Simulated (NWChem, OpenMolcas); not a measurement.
# How basis sets differ on CH2NOSi (SMILES O=C=N[SiH2])

CH2NOSi: 6 atoms, total charge 0, spin state doublet. SMILES: `O=C=N[SiH2]`. Geometry: relaxed at PBE0-D4/def2-TZVP.

```xyz
6

O     1.0897   -2.0257    1.6104
C     0.6485   -1.1778    0.9454
N     0.2163   -0.2849    0.2792
Si   -0.6833    0.5916   -0.8753
H     0.2613    1.2142   -1.8391
H    -1.4905    1.6187   -0.1668
```

Each level gives the dipole moment (D). The values are calculated.

| level | kind | program | value (D) | CPU time |
| --- | --- | --- | --- | --- |
| ROHF/ANO-R0 (sfX2C) | Hartree–Fock | OpenMolcas | 1.05 | 5.1 s |
| UHF/STO-3G | Hartree–Fock | NWChem | 2.93 | 2.3 s |
| UHF/3-21G | Hartree–Fock | OpenMolcas | 2.60 | 1.7 s |
| UHF/6-311+G** | Hartree–Fock | OpenMolcas | 2.36 | 15 s |

The values span 1.05 to 2.93 D. Magnitudes only. Sets without polarisation functions give poor dipoles. Times are those of the runs behind each value, whatever else they computed, on shared processors of several kinds: orders of magnitude only.
